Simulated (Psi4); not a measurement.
H₂Cl₃NTi, charge -1, doublet, geometry from GFN2-xTB (such geometries of metal compounds can be far from the true shape) (the multiplicity is a formal guess) (a gas-phase anion, which may not be bound at this level); M06-2X/def2-TZVPP run with Psi4.

Input for Psi4:
```
memory 2 GB

molecule mol {
-1 2
  Ti   -0.152882   -0.240690   -0.027324
  Cl    1.910350   -0.296127   -0.877345
  Cl    0.118545    0.218464    2.137783
  Cl   -1.192037    1.407764   -1.110919
  N    -1.133940   -1.812772   -0.205069
  H    -0.841089   -2.681334   -0.653590
  H    -2.084533   -1.945800    0.148373
}

set basis def2-tzvpp
set reference uks

energy('m06-2x')
print_variables()
```

Question: What does Psi4 print? Leave out banner, timings and long lists.

Answer: 
```
   => Loading Basis Set <=

    Name: DEF2-TZVPP
    Role: ORBITAL
    Keyword: BASIS

         ---------------------------------------------------------
                                   SCF
               by Justin Turney, Rob Parrish, Andy Simmonett
                          and Daniel G. A. Smith
                              UKS Reference
         ---------------------------------------------------------

  ==> Geometry <==

    Molecular point group: c1
    Full point group: C1

    Geometry (in Angstrom), charge = -1, multiplicity = 2:

       Center              X                  Y                   Z               Mass
    ------------   -----------------  -----------------  -----------------  -----------------
         TI          -0.171277018189    -0.269846746729    -0.030507521829    47.947941980000
         CL           1.891954981811    -0.325283746729    -0.880528521829    34.968852682000
         CL           0.100149981811     0.189307253271     2.134599478171    34.968852682000
         CL          -1.210432018189     1.378607253271    -1.114102521829    34.968852682000
         N           -1.152335018189    -1.841928746729    -0.208252521829    14.003074004430
         H           -0.859484018189    -2.710490746729    -0.656773521829     1.007825032230
         H           -2.102928018189    -1.974956746729     0.145189478171     1.007825032230

  Running in c1 symmetry.

  Rotational constants: A =      0.05149  B =      0.04808  C =      0.03702 [cm^-1]
  Rotational constants: A =   1543.74483  B =   1441.38632  C =   1109.88738 [MHz]
  Nuclear repulsion =  523.633131804442542

  Charge       = -1
  Multiplicity = 2
  Electrons    = 83
  Nalpha       = 42
  Nbeta        = 41

  ==> Algorithm <==

  SCF Algorithm Type is DF.
  DIIS enabled.
  MOM disabled.
  Fractional occupation disabled.
  Guess Type is SAD.
  Energy threshold   = 1.00e-06
  Density threshold  = 1.00e-06
  Integral threshold = 1.00e-12

  ==> Primary Basis <==

  Basis Set: DEF2-TZVPP
    Blend: DEF2-TZVPP
    Number of shells: 83
    Number of basis functions: 249
    Number of Cartesian functions: 290
    Spherical Harmonics?: true
    Max angular momentum: 4

  ==> DFT Potential <==

   => LibXC <=

    Version 7.1.2
    S. Lehtola, C. Steigemann, M. J. T. Oliveira, and M. A. L. Marques,  SoftwareX 7, 1–5 (2018) (10.1016/j.softx.2017.11.002)

   => Composite Functional: M06-2X <=

    Hybrid M06-2X Meta-GGA XC Functional  (10.1007/s00214-007-0310-x)
[...]
      Ntotal   =   82.9999776345 ; deviation = -2.237e-05

   @Spin Contamination Metric:   2.872939238E-03
   @S^2 Expected:                7.500000000E-01
   @S^2 Observed:                7.528729392E-01
   @S   Expected:                5.000000000E-01
   @S   Observed:                5.000000000E-01

    Orbital Energies [Eh]
    ---------------------

    Alpha Occupied:

[...]
    Alpha Virtual:

[...]
    Beta Occupied:

[...]
    Beta Virtual:

[...]
     249A     32.735335

    Final Occupation by Irrep:
              A
    DOCC [    41 ]
    SOCC [     1 ]
    NA   [    42 ]
    NB   [    41 ]

  @DF-UKS Final Energy: -2286.30670627080690

   => Energetics <=

    Nuclear Repulsion Energy =            523.6331318044425416
    One-Electron Energy =               -4207.7757316538809391
    Two-Electron Energy =                1461.7253570176653739
    DFT Exchange-Correlation Energy =     -63.8894634390338112
    Empirical Dispersion Energy =           0.0000000000000000
    VV10 Nonlocal Energy =                  0.0000000000000000
    Total Energy =                      -2286.3067062708068988

  UHF NO Occupations:
  HONO-2 :   40  A 1.9997301
  HONO-1 :   41  A 1.9995942
  HONO-0 :   42  A 1.0000000
  LUNO+0 :   43  A 0.0004058
  LUNO+1 :   44  A 0.0002699
  LUNO+2 :   45  A 0.0002416
  LUNO+3 :   46  A 0.0001804

Computation Completed

Properties will be evaluated at   0.000000,   0.000000,   0.000000 [a0]

Properties computed using the SCF density matrix

 Multipole Moments:

 ------------------------------------------------------------------------------------
     Multipole            Electronic (a.u.)      Nuclear  (a.u.)        Total (a.u.)
 ------------------------------------------------------------------------------------

 L = 1.  Multiply by 2.5417464519 to convert [e a0] to [Debye]
 Dipole X            :          2.3582288           -2.8504846           -0.4922558
 Dipole Y            :          3.7252872           -4.5180597           -0.7927725
 Dipole Z            :          0.4027787           -0.4933202           -0.0905414
 Magnitude           :                                                    0.9375510

 ------------------------------------------------------------------------------------

  Variable Map:
  ----------------------------------------------------------------------------
[...]
  Array Variable Map:
  ----------------------------------------------------------------------------
[...]
[...]
```
